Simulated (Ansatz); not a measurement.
The first iterations of a band of GeH3O2 (6 atoms, charge 0, multiplicity 2).

All numbers below come from UKS r2SCANh/def2-SVP in Ansatz.

```
movable images  : 5
climbing image  : yes
spring          : 5.0 eV/Å²
optimiser       : quadratic models (default)
start path      : IDPP
force threshold : 0.03 eV/Å
iteration limit : 60
end points      : relaxed
```

Image 0:

```xyz
6
Properties=species:S:1:pos:R:3
O -1.104 -0.703 -0.248
Ge 0.374 0.265 -0.527
O 1.191 0.195 1.045
H -1.577 -0.923 -1.058
H 0.045 1.781 -0.707
H 1.114 -0.678 1.448
```

Image 6:

```xyz
6
Properties=species:S:1:pos:R:3
O -1.262 -0.144 -0.799
Ge 0.422 0.360 -0.482
O 0.913 -0.069 1.181
H -1.393 -1.099 -0.819
H 0.345 1.903 -0.460
H 1.018 -1.015 1.332
```

| iteration | highest image above the first end (eV) | largest band force component (eV/Å) |
| --- | --- | --- |
| 1 | 0.075 | 0.749 |
| 2 | 0.049 | 0.487 |

Task: Does the band converge within its limit, and where does its top end?

Result: The run converged. It ended after 6 iterations with the highest image 0.022 eV above the first end. The top lies less than 8 meV above the higher end, about what the thresholds resolve: that end is a shoulder or a very shallow well. A vibrational analysis at the climbing image gives one clearly imaginary mode, 152i cm⁻¹: a first-order saddle point.

The run took 110 s on 2 threads of Arm Neoverse V2, with other jobs on the host, peak memory 0.24 GiB.
